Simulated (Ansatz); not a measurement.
Relaxation of FH₄OSn (7 atoms, charge 0, multiplicity 2), to a largest force component of 0.03 eV/Å in at most 50 steps.

Theory: UKS B3LYP-D4/def2-SVP in Ansatz 0.2.0.

```xyz
7
Properties=species:S:1:pos:R:3:forces:R:3
Sn 0.429 0.115 -0.137 0.05 -0.17 -0.40
H 0.122 -0.209 2.779 -0.40 -0.03 -0.04
H 1.376 -0.089 -1.608 -0.04 0.11 0.18
H -0.725 1.417 -0.313 0.02 0.05 0.02
O -0.596 -1.614 -0.254 -0.45 -0.01 0.59
H -1.289 -1.663 0.441 0.48 0.07 -0.43
F -0.797 -0.202 2.600 0.35 -0.02 0.08
```

Question: Where does it end, and by what steps?

Answer: It converged. After 19 steps the energy has fallen by 0.430 eV; H2 moved furthest, 1.09 Å.

```tsv
step	energy less start (eV)	largest force component (eV/Å)	accepted
0	0.0000	0.588	yes
1	-0.0053	1.135	yes
2	-0.0349	0.840	yes
3	-0.0562	0.766	yes
4	-0.0803	0.571	yes
5	-0.0977	0.515	yes
6	-0.1179	0.134	yes
7	-0.1235	1.089	yes
8	-0.1435	1.530	yes
9	-0.2448	0.447	yes
10	-0.2535	1.414	yes
11	-0.2331	1.883	no
12	-0.3286	0.562	yes
13	-0.3586	0.278	yes
14	-0.3845	0.416	yes
15	-0.3943	0.851	yes
16	-0.4126	0.594	yes
17	-0.4279	0.111	yes
18	-0.4298	0.046	yes
19	-0.4304	0.017	yes
```

```xyz
7
Properties=species:S:1:pos:R:3
Sn 0.447 0.375 -0.062
H -0.387 -0.829 2.043
H 1.420 -0.209 -1.402
H -0.900 1.339 -0.625
O -0.489 -1.358 0.574
H -1.412 -1.412 0.285
F -0.158 -0.151 2.696
```

Whether the end is a true minimum wasn't checked by a vibrational analysis.

The run took 53 s on 2 threads of Arm Neoverse V2, on a shared host, peak memory 0.17 GiB.
